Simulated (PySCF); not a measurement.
All values below come from PBE-D3(BJ)/def2-TZVP // B3LYP-D3(BJ)/def2-TZVP (PySCF). All species are isolated molecules in the gas phase. Delta-SCF ions had no search for a lower state. Excitations are Tamm–Dancoff values on a coarser integration grid. The basis has no diffuse functions, so Rydberg states are missing or too high.

Reference species (SMILES): `C1=C[SiH2]C([SiH3])=C1` (neutral, multiplicity 1).

- vertical ionisation energy (Delta-SCF) = 8.70 eV
- HOMO = -6.03 eV
- HOMO–LUMO gap = 3.28 eV
- brightest of the four lowest singlets (TDA) = 4.41 eV

Changed species: `[SiH3]C1=C[SiH2]C=C1`.

Give the shifts of the vertical ionisation energy (Delta-SCF), HOMO, HOMO–LUMO gap and brightest of the four lowest singlets (TDA).

the vertical ionisation energy (Delta-SCF) increases by 0.04 eV, to 8.74 eV; the HOMO goes up by 0.02 eV, to -6.01 eV; the HOMO–LUMO gap rises by 0.05 eV, to 3.33 eV; the brightest of the four lowest singlets (TDA) rises by 0.94 eV, to 5.35 eV.
